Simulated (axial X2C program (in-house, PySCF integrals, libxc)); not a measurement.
**Working with the constants of GeI⁺**

A bond curve at the PBE0 level, two-component, was computed with an in-house all-electron X2C program for linear molecules (integrals from PySCF) (basis I dyall-cv3z [11s12p8d4f1g], Ge dyall-cv3z [9s9p7d4f1g] (cores contracted in-house)) for the state Ω = 0 (closed shell). Its fit gives Re = 2.4039 Å, ωe = 300.1 cm⁻¹, ωexe = 0.538 cm⁻¹ and αe = 1.626e-04 cm⁻¹; the masses are 126.9045 and 73.9212 u. Two-component means X2C with spin–orbit coupling and atomic mean-field Coulomb and Gaunt terms.

**Question.** Find the reduced mass, Be and the force constant.

**Answer.** From the PBE0 values: μ = 46.7118 u. Be = 16.8576/(μ Re²) = 0.06245 cm⁻¹. k = 5.8918×10⁻⁷ μ ωe² = 2.48 mdyn/Å.

**Question.** Estimate the centrifugal constant by the Kratzer relation.

**Answer.** D = 4Be³/ωe² = 1.08e-08 cm⁻¹.

**Question.** A Morse curve ties αe to the other constants (Pekeris). How well does that hold?

**Answer.** αe(Morse) = 6Be²/ωe × (√(ωexe/Be) − 1) = 1.509e-04 cm⁻¹; the PBE0 curve gives 1.626e-04 cm⁻¹, a ratio of 0.93.

**Question.** Where do the fundamental and the first overtone lie?

**Answer.** ν(1←0) = ωe − 2ωexe = 299.0 cm⁻¹; ν(2←0) = 2ωe − 6ωexe = 597.0 cm⁻¹.

**Question.** Give B0, the J = 1←0 line in GHz and the most populated J at 300 K (kT = 208.5 cm⁻¹).

**Answer.** B0 = Be − αe/2 = 0.06237 cm⁻¹; 2B0 = 3.74 GHz; J(max) ≈ √(kT/2B0) − 1/2 = 40.4, so J = 40.

Occupations by symmetry block were frozen at the best pattern of an incomplete PBE0 search.
